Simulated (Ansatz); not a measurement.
Question: Name a neutral molecule of C, Cl, F, Si and H with ideal-gas entropy at 298 K and 1 bar (rigid rotor, harmonic PBE0-D4/def2-TZVP) between 312 and 328 J/(mol·K) and LUMO energy (PBE0/def2-TZVPP) between -0.15 and 0.15 eV (Ansatz, PBE0-D4/def2-TZVP geometry).

Answer: `FC([SiH3])Cl` (318 J/(mol·K), -0.07 eV). Other molecules can fit too; these were computed, each in one conformer that needn't be the lowest.
